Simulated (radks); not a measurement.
Isoelectronic series with 1 electrons, each ion in its NIST ground configuration. All-electron calculation, scalar-relativistic Kohn-Sham, BLYP, spin-polarised, spherical densities, finite nucleus; open shells are filled with parallel spins first; Fermi nuclear charge, rms radius of each element as measured or else 0.836 A^(1/3) + 0.57 fm. Program: a radial shooting solver on a logarithmic mesh with Libxc functionals. Total energies (hartree) and orbital eigenvalues (Ry):

ion	configuration	E (hartree)	1s up
Li2+	1s1	-4.49293	-7.61508
B4+	1s1	-12.49110	-22.69194
N6+	1s1	-24.49755	-45.78434
F8+	1s1	-40.52000	-76.90723
Al12+	1s1	-84.65689	-163.3307
P14+	1s1	-112.79995	-218.6876
Cl16+	1s1	-145.01636	-282.1879
K18+	1s1	-181.32732	-353.8734
Sc20+	1s1	-221.75684	-433.7919
V22+	1s1	-266.33194	-521.9967
Mn24+	1s1	-315.08259	-618.5474
Co26+	1s1	-368.04199	-723.5097
Cu28+	1s1	-425.24651	-836.9560
